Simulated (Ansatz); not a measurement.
Program: Ansatz. Geometries: PBE0-D4/def2-TZVP. ΔE: electronic, gas phase. CCSD(T)/CBS is the MP2 limit (def2-TZVPP, def2-QZVPP) plus CCSD(T) − MP2 in def2-TZVPP, frozen cores. This one scheme is used for every species, atoms too. DFT in def2-TZVPP. No spin–orbit coupling; open shells (•) take unrestricted orbitals. Spin–orbit coupling would lower the free atoms: a little for Cl. Each species was taken in one conformer, which may not be the lowest.

Consider the hydrogen abstraction from the Si–H bond: `O[Si](O)(F)O[SiH3]` + Cl• → `O[Si](O)(F)O[SiH2]`• + HCl.

CCSD(T)/CBS gives -8.6 kcal/mol.

(1) Another level gave -8.3 kcal/mol. Which?
A. PBE0/def2-TZVPP
B. SCS-MP2/def2-TZVPP
C. HF/def2-TZVPP
D. B2PLYP/def2-TZVPP

Largest T1 diagnostic among the species: 0.013.

Answers

(1) D. B2PLYP -8.3, HF/def2-TZVPP 1.5, SCS-MP2/def2-TZVPP -6.9, PBE0 -11.9 kcal/mol.

From PBE to PBE0 (25 % exact exchange), in def2-TZVPP and without D4, ΔE moves by +3.0 kcal/mol. In def2-TZVPP, CCSD(T) changes the Hartree–Fock value by −8.9 kcal/mol (the triples alone add −1.4 kcal/mol) and MP2 by −11.8 kcal/mol.

CCSD(T)/CBS has its own doubt, a few kJ/mol and more with outer-core shells, so smaller differences from it don't rank the levels.
